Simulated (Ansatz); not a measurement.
# Abstraction of H: SiH(OH)3 + CHF2 → SiH(OH)2O + CH2F2

Species: SiH(OH)3, singlet; CHF2 `F[CH]F`, doublet; SiH(OH)2O, doublet; CH2F2 `FCF`, singlet. A radical takes H: the energy is the difference in strength between the O–H bond broken and the C–H bond made.

Shapes, held fixed at every level: PBE0-D4/def2-TZVP. Flexible molecules stand in one conformer, not always the lowest. Programs: Ansatz 0.2.0. The zero-point and thermal change to 298 K, harmonic and unscaled (PBE0-D4/def2-TZVP), is +2.6 kJ/mol.

Problem. Estimate ΔH(298 K) of this reaction.

Solution. The highest level, CCSD(T)/CBS estimate, gives ΔH(298 K) = +87.9 kJ/mol; the levels span +34.2 to +109.0. The column of differences is taken from that level and isn't an error. No measured value is set beside it here. Open shells run unrestricted. The CBS estimate extrapolates MP2 from def2-TZVPP and def2-QZVPP and adds CCSD(T) − MP2 in the triple-zeta set, cores frozen.

```tsv
level	kind	ΔH(298 K) (kJ/mol)	less CCSD(T)/CBS estimate
HF/def2-SVP	Hartree–Fock	+34.2	-53.7
SPW92/def2-TZVPP	LDA	+109.0	+21.1
B3LYP-D4/def2-TZVPP	global hybrid	+78.8	-9.1
CCSD(T)/def2-SVP	coupled cluster or CI	+73.9	-14.0
CCSD/def2-SVP	coupled cluster or CI	+71.9	-16.0
CCSD/def2-TZVPP	coupled cluster or CI	+77.2	-10.7
CCSD(T)/CBS estimate	coupled cluster or CI	+87.9	0.0
```
